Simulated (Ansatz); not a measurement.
Geometry optimisation, DFT PBEsol, scalar-relativistic, plane waves, PAW (Ansatz).

Input:

```yaml
crystal:
  lattice:
    - [10.47, 0.0, 0.0]
    - [5.235, 7.403408, 0.0]
    - [0.0, 0.0, 15.935605]
  atoms:
    - { symbol: Li, position: [0.0, 0.0, 0.0627526] }
    - { symbol: Li, position: [0.3333333, 0.0, 0.0627526] }
    - { symbol: Li, position: [0.6666667, 0.0, 0.0627526] }
    - { symbol: Li, position: [0.0, 0.3333333, 0.0627526] }
    - { symbol: Li, position: [0.3333333, 0.3333333, 0.0627526] }
    - { symbol: Li, position: [0.6666667, 0.3333333, 0.0627526] }
    - { symbol: Li, position: [0.0, 0.6666667, 0.0627526] }
    - { symbol: Li, position: [0.3333333, 0.6666667, 0.0627526] }
    - { symbol: Li, position: [0.6666667, 0.6666667, 0.0627526] }
    - { symbol: Li, position: [-0.1666667, 0.3333333, 0.2176135] }
    - { symbol: Li, position: [0.1666667, 0.3333333, 0.2176135] }
    - { symbol: Li, position: [0.5, 0.3333333, 0.2176135] }
    - { symbol: Li, position: [-0.1666667, 0.6666667, 0.2176135] }
    - { symbol: Li, position: [0.1666667, 0.6666667, 0.2176135] }
    - { symbol: Li, position: [0.5, 0.6666667, 0.2176135] }
    - { symbol: Li, position: [-0.1666667, 1.0, 0.2176135] }
    - { symbol: Li, position: [0.1666667, 1.0, 0.2176135] }
    - { symbol: Li, position: [0.5, 1.0, 0.2176135] }
    - { symbol: Li, position: [0.0, 0.0, 0.3724744] }
    - { symbol: Li, position: [0.3333333, 0.0, 0.3724744] }
    - { symbol: Li, position: [0.6666667, 0.0, 0.3724744] }
    - { symbol: Li, position: [0.0, 0.3333333, 0.3724744] }
    - { symbol: Li, position: [0.3333333, 0.3333333, 0.3724744] }
    - { symbol: Li, position: [0.6666667, 0.3333333, 0.3724744] }
    - { symbol: Li, position: [0.0, 0.6666667, 0.3724744] }
    - { symbol: Li, position: [0.3333333, 0.6666667, 0.3724744] }
    - { symbol: Li, position: [0.6666667, 0.6666667, 0.3724744] }
    - { symbol: C, position: [0.2272702, 0.5432002, 0.5393962] }
    - { symbol: O, position: [0.1401427, 0.7007959, 0.5456715] }
    - { symbol: O, position: [0.3143976, 0.3856045, 0.5456715] }
basis:
  ecutwfc: 420.0
kpoints:
  mp_grid: { grid: [2, 2, 1] }
hamiltonian:
  xc: pbesol
scf:
  occupations: { method: gaussian, width: 0.15 }
  lower_state_search: "off"
relax:
  f_tol: 0.03
  max_steps: 60
  adjacent_minimum: "off"
  constraints: [{ sites: [0, 1, 2, 3, 4, 5, 6, 7, 8] }]
output:
  write_density: true
  write_potential: true
  elf: true
  volumetric_format: npy
```

Launched with:

```bash
$ ansatz run input.yaml --threads 2 --pin off --max-ram 5120MiB --backend cpu --events-out ev --progress --plain --runs-dir out
```

Question: Where does it end, and by what steps?

Answer: The forces met the threshold. Limits of this set-up: coarse k mesh, thin slab, slab without dipole correction, odd electron count without spin, no dispersion correction for a molecule that may bind weakly. After 21 steps the energy has fallen by 0.272 eV; O29 moved furthest, 1.20 Å. Joined: Li1–Li14 (3.49 → 3.05 Å), Li2–Li15 (3.49 → 3.07 Å), Li3–Li13 (3.49 → 3.06 Å), Li9–Li10 (3.49 → 3.07 Å), Li11–Li25 (3.49 → 3.02 Å), Li12–Li26 (3.49 → 3.02 Å).

```tsv
step	energy less start (eV)	largest force component (eV/Å)	accepted
0	0.0000	0.502	yes
1	-0.0819	0.547	yes
2	-0.1164	0.640	yes
3	-0.1289	1.673	yes
4	-0.2063	0.517	yes
5	-0.2154	0.532	yes
6	-0.2304	0.134	yes
7	-0.2336	0.131	yes
8	-0.2362	0.031	yes
9	-0.2345	0.523	no
10	-0.2370	0.098	yes
11	-0.2398	0.203	yes
12	-0.2459	0.594	yes
13	-0.2464	0.982	yes
14	-0.2562	0.712	yes
15	-0.2687	0.036	yes
16	-0.2687	0.034	yes
17	-0.2692	0.077	yes
18	-0.2708	0.088	yes
19	-0.2712	0.038	yes
20	-0.2716	0.036	yes
21	-0.2717	0.021	yes
```

```xyz
30
Lattice="10.4700 0.0000 0.0000 5.2350 7.4034 0.0000 0.0000 0.0000 15.9356" Properties=species:S:1:pos:R:3
Li 0.000 0.000 1.000
Li 3.490 0.000 1.000
Li 6.980 0.000 1.000
Li 1.745 2.468 1.000
Li 5.235 2.468 1.000
Li 8.725 2.468 1.000
Li 3.490 4.936 1.000
Li 6.980 4.936 1.000
Li 10.470 4.936 1.000
Li 0.001 2.945 3.336
Li 3.541 2.888 3.419
Li 6.928 2.888 3.420
Li 1.748 5.391 3.309
Li 5.238 5.411 3.307
Li 8.723 5.389 3.312
Li 3.520 7.864 3.343
Li 6.950 7.866 3.342
Li 10.470 7.845 3.390
Li 0.002 -0.011 5.738
Li 3.435 0.029 5.667
Li 7.036 0.032 5.667
Li 1.688 2.517 5.704
Li 5.234 2.495 6.073
Li 8.786 2.516 5.704
Li 3.473 4.973 5.597
Li 6.995 4.970 5.601
Li 10.471 5.022 5.670
C 5.188 3.653 8.886
O 5.148 4.501 9.678
O 5.229 2.773 8.106
```

Time of the run: 3.8 min on 2 threads of Intel(R) Xeon(R) Platinum 8375C CPU @ 2.90GHz (Ice Lake) (shared host), peak memory 1.9 GiB.
